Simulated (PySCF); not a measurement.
CH8B2N2.
SMILES with atom numbers: `[BH2:1][NH:2][BH:3][NH:4][CH3:5]` (hydrogens: H6, H7 on B1; H8 on N2; H9 on B3; H10 on N4; H11, H12, H13 on C5)

Cartesian coordinates in Å at the PBE0-D3(BJ)/def2-SVP level; atoms count from 1:
```xyz
13
CH8B2N2 angstrom
B     -2.3581   -0.3730   -0.0824
N     -1.2887   -0.5676   -0.9656
B      0.1309   -0.3090   -0.7667
N      0.6317    0.1920    0.4330
C      2.0085    0.4791    0.7336
H     -2.1523    0.0648    1.0306
H     -3.4862   -0.6422   -0.4275
H     -1.5229   -0.9335   -1.8819
H      0.8958   -0.5360   -1.6788
H     -0.0195    0.3790    1.1886
H      2.3836   -0.1213    1.5807
H      2.6312    0.2467   -0.1413
H      2.1669    1.5426    0.9839
```

The closed-shell ground state was solved at several levels (PySCF, density fitting, gas phase, non-relativistic).

```csv
level,basis functions,HOMO (eV),LUMO (eV),gap (eV),dipole (D)
PBE0/STO-3G,33,-5.12,2.94,8.06,1.50
PBE0/6-31G,61,-6.98,-0.05,6.93,1.25
PBE0/cc-pVTZ,262,-7.22,-0.48,6.74,1.15
PBE0/6-31G*,86,-6.99,-0.03,6.96,1.16
CAM-B3LYP/def2-SVPD,164,-8.65,0.53,9.18,1.11
PBE0/cc-pVDZ,110,-7.08,-0.29,6.79,1.23
PBE0/aug-cc-pVDZ,187,-7.23,-0.62,6.61,1.15
wB97X-D/pcSseg-2,292,-9.11,1.25,10.36,1.09
CAM-B3LYP/pcSseg-2,292,-8.62,0.47,9.09,1.10
PBE0/pcSseg-2,292,-7.26,-0.57,6.69,1.12
PBE0/pcSseg-0,61,-7.22,-0.24,6.98,1.43
"PBE0/6-311+G(2d,p)",183,-7.25,-0.61,6.64,1.13
BHandHLYP/pcSseg-2,292,-8.42,0.41,8.83,1.00
```

Task: Estimate the row for mPW1PW91/pcSseg-2, a basis of 292 functions; the other rows only guide the guess.

Result: HOMO -7.28 eV, LUMO -0.57 eV, gap 6.71 eV, dipole 1.12 D.

Task: Over all these levels, which gives the widest orbital gap and which the narrowest?

Result: wB97X-D/pcSseg-2 (range-separated hybrid) has the widest, 10.36 eV, and PBE0/aug-cc-pVDZ (global hybrid, 25 % exact exchange) the narrowest, 6.61 eV. Functional and basis both differ between the two, so the spread mixes both effects.

Task: How much does the basis alone move the frontier levels among the 9 PBE0 rows?

Result: The HOMO by 2.14 eV and the LUMO by 3.56 eV. By rising basis size (HOMO, LUMO in eV): STO-3G -5.12, 2.94; 6-31G -6.98, -0.05; pcSseg-0 -7.22, -0.24; 6-31G* -6.99, -0.03; cc-pVDZ -7.08, -0.29; 6-311+G(2d,p) -7.25, -0.61; aug-cc-pVDZ -7.23, -0.62; cc-pVTZ -7.22, -0.48; pcSseg-2 -7.26, -0.57.

Task: How far do the dipole and the HOMO energy spread over the levels?

Result: The dipole runs from 1.00 to 1.50 D (mean 1.18 D) and the HOMO from -9.11 to -5.12 eV.

One conformer stands for the species.
